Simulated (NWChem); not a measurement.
System: CH4O4Si; SMILES O=CO[SiH](O)O

NWChem input:

```
start job
memory heap 200 mb stack 900 mb global 1100 mb
geometry units angstroms noautosym nocenter noautoz
  O     -0.563175     2.052311    -0.527575
  C      0.581460     1.744471    -0.229866
  O      0.992058     0.552534     0.203132
  Si    -0.036457    -0.837644     0.485477
  O     -1.555389    -0.420415    -0.010115
  O      0.592039    -2.131072    -0.335036
  H      1.435135     2.465459    -0.295117
  H      0.136950    -1.149961     1.925000
  H     -1.563398     0.539910    -0.264800
  H      0.354032    -2.186648    -1.277676
end
basis spherical
  O library 6-31g*
  C library 6-31g*
  Si library 6-31g*
  H library 6-31g*
end
dft
  xc b3lyp
  iterations 150
end
cosmo
  do_cosmo_smd true
  solvent chcl3
end
task dft energy
```

NWChem printed, in part:

```
             Northwest Computational Chemistry Package (NWChem) 7.3.0
             --------------------------------------------------------

                             Geometry "geometry" -> ""
                             -------------------------

 Output coordinates in angstroms (scale by  1.889725989 to convert to a.u.)

  No.       Tag          Charge          X              Y              Z
 ---- ---------------- ---------- -------------- -------------- --------------
    1 O                    8.0000    -0.56317500     2.05231100    -0.52757500
    2 C                    6.0000     0.58146000     1.74447100    -0.22986600
    3 O                    8.0000     0.99205800     0.55253400     0.20313200
    4 Si                  14.0000    -0.03645700    -0.83764400     0.48547700
    5 O                    8.0000    -1.55538900    -0.42041500    -0.01011500
    6 O                    8.0000     0.59203900    -2.13107200    -0.33503600
    7 H                    1.0000     1.43513500     2.46545900    -0.29511700
    8 H                    1.0000     0.13695000    -1.14996100     1.92500000
    9 H                    1.0000    -1.56339800     0.53991000    -0.26480000
   10 H                    1.0000     0.35403200    -2.18664800    -1.27767600

 Effective nuclear repulsion energy (a.u.)     317.3352611236

                                 NWChem DFT Module
                                 -----------------

 Summary of "ao basis" -> "ao basis" (spherical)
 ------------------------------------------------------------------------------
       Tag                 Description            Shells   Functions and Types
 ---------------- ------------------------------  ------  ---------------------
 O                           6-31g*                  6       14   3s2p1d
 C                           6-31g*                  6       14   3s2p1d
 Si                          6-31g*                  8       18   4s3p1d
 H                           6-31g*                  2        2   2s

 in cosmo_initialize ...
 calling solv_data for solv:chcl3

 solvent parameters
 solvname_short: chcl3
 solvname_long:  chloroform
 dielec:        4.7113
 dielecinf:     2.0906
 nonaqueous SMD model solvent descriptors
 dielec:        4.7113
 sola:          0.1500
 solb:          0.0200
 solc:          0.0000
 solg:         38.3900
 solh:          0.7500
 soln:          1.4459

[...]

                                COSMO-SMD solvation results
                                ---------------------------

             internal energy in gas <Psi(g)|H|Psi(g)> =      -631.025456578978
         internal energy in solvent <Psi(s)|H|Psi(s)> =      -631.024730666425
                               delta internal energy  =         0.000725912553 (    0.46 kcal/mol)
   total free energy in solvent <Psi(s)|H+V/2|Psi(s)> =      -631.035084581166
 polarization energy contribution <Psi(s)|V/2|Psi(s)> =        -0.010353914741 (   -6.50 kcal/mol)
    total free energy in solvent including G(SMD-CDS) =      -631.033146576234
                       G(SMD-CDS) energy contribution =         0.001938004933 (    1.22 kcal/mol)
     1 M fixed-concentration free energy of solvation =        -0.007689997256 (   -4.83 kcal/mol)

                       DFT Final Molecular Orbital Analysis
                       ------------------------------------

 Vector   26  Occ=2.000000D+00  E=-3.323523D-01
              MO Center=  3.2D-01,  1.4D-01, -1.5D-01, r^2= 4.0D+00
   Bfn.  Coefficient  Atom+Function         Bfn.  Coefficient  Atom+Function
  ----- ------------  ---------------      ----- ------------  ---------------
    33      0.372073   3 O  pz                5     -0.318834   1 O  pz
    37      0.282119   3 O  pz               77      0.253403   6 O  px
    78      0.235191   6 O  py                9     -0.228667   1 O  pz
    81      0.187172   6 O  px               82      0.169886   6 O  py
    32      0.146814   3 O  py                4     -0.137340   1 O  py

 Vector   27  Occ=2.000000D+00  E=-3.223054D-01
              MO Center= -8.9D-01, -5.9D-01,  1.3D-01, r^2= 2.7D+00
   Bfn.  Coefficient  Atom+Function         Bfn.  Coefficient  Atom+Function
  ----- ------------  ---------------      ----- ------------  ---------------
    65      0.483868   5 O  pz               69      0.364734   5 O  pz
    77     -0.213742   6 O  px               92     -0.210013   8 H  s
    64      0.162563   5 O  py               81     -0.151461   6 O  px
     5     -0.126428   1 O  pz               91     -0.126530   8 H  s
    68      0.124665   5 O  py               78      0.120479   6 O  py

 Vector   28  Occ=2.000000D+00  E=-3.002113D-01
              MO Center= -2.7D-01,  1.6D+00, -3.3D-01, r^2= 2.4D+00
   Bfn.  Coefficient  Atom+Function         Bfn.  Coefficient  Atom+Function
  ----- ------------  ---------------      ----- ------------  ---------------
     4      0.512409   1 O  py                8      0.363032   1 O  py
     3      0.195142   1 O  px               32      0.179862   3 O  py
    90     -0.178890   7 H  s                89     -0.153500   7 H  s
    64      0.149566   5 O  py               36      0.144151   3 O  py
    68      0.122512   5 O  py                7      0.117996   1 O  px

 Vector   29  Occ=0.000000D+00  E=-1.494075D-02
              MO Center=  3.4D-01,  1.6D+00, -2.4D-01, r^2= 2.0D+00
   Bfn.  Coefficient  Atom+Function         Bfn.  Coefficient  Atom+Function
  ----- ------------  ---------------      ----- ------------  ---------------
    23      0.534772   2 C  pz               19      0.529019   2 C  pz
     9     -0.388847   1 O  pz                5     -0.357889   1 O  pz
    37     -0.225610   3 O  pz               33     -0.215632   3 O  pz
    18      0.161157   2 C  py               54     -0.154600   4 Si py
    55     -0.147844   4 Si pz               22      0.143329   2 C  py

[...]
```

Level: B3LYP/6-31G* (spherical d), SMD on the gas-phase geometry. All runs use the structure optimised with PBE-D3(BJ)/def2-SVP. Solvent: chloroform.
